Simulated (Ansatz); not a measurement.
A search over several starts for the lowest SCF solution of cis-NiCl2(PH3)2 (NiP2H6Cl2) at the given spin, in a small basis.

```yaml
crystal:
  periodic: [false, false, false]
  atoms:
    - {symbol: Ni, position_ang: [0.679247, 0.681181, -0.014683]}
    - {symbol: Cl, position_ang: [2.870912, 0.543522, -0.052340]}
    - {symbol: Cl, position_ang: [0.535693, 2.872781, -0.021243]}
    - {symbol: P, position_ang: [-1.484575, 0.886464, 0.022413]}
    - {symbol: H, position_ang: [-2.357798, -0.245540, 0.041672]}
    - {symbol: H, position_ang: [-2.063934, 1.588508, -1.057898]}
    - {symbol: H, position_ang: [-2.025664, 1.595868, 1.117687]}
    - {symbol: P, position_ang: [0.890338, -1.482394, -0.009605]}
    - {symbol: H, position_ang: [1.616905, -2.036467, 1.067761]}
    - {symbol: H, position_ang: [1.578015, -2.045143, -1.107811]}
    - {symbol: H, position_ang: [-0.239138, -2.358779, 0.014037]}
basis:
  gaussian: {orbitals: def2-SVP}
magnetization: {spin_polarized: true, initial_magnetization: 0}
hamiltonian: {xc: pbe0, dispersion: d4}
output: {orbitals: {seedname: orbitals}}
```

```sh
$ ansatz run in.yaml --threads 4 --pin off --events-out ev --progress --plain --max-ram 8704MiB
```

It prints (some lines left out):

```
Functional definition: PBE0
1299 factors; integrals over basis functions are off by at most 9.7e-4 eV
mean field evaluation 1: about -84716.2740 eV, gradient 5.1e1 eV
mean field evaluation 2: about -84018.3903 eV, gradient 2.7e2 eV
mean field evaluation 4: about -84719.5797 eV, gradient 4.1e1 eV
mean field evaluation 8: about -84721.0975 eV, gradient 3.9e1 eV
mean field evaluation 16: about -84725.5099 eV, gradient 4.0e-5 eV
mean field evaluation 32: about -84725.5108 eV, gradient 1.1e-5 eV
mean field -84725.51079095 eV, -3113.6050925537 hartree, gradient 6.6e-6 eV, S^2 0.045752; 7 other end points of the search recorded, 0 dependent functions left out
reference -84725.51083060 eV, -3113.6050940106 hartree; 49, 49 occupied and 84, 84 virtual orbitals, 1299 factors
Total energy: -84725.86942183 eV, -3113.6182719954 hartree
```

Run time 26 s (4 threads of Arm Neoverse V1 on a shared host), peak host memory 0.67 GiB.

At PBE0-D4/def2-TZVP a triplet of charge 0 lies 0.18 eV below the unrestricted singlet, which stands at the restricted singlet's geometry.
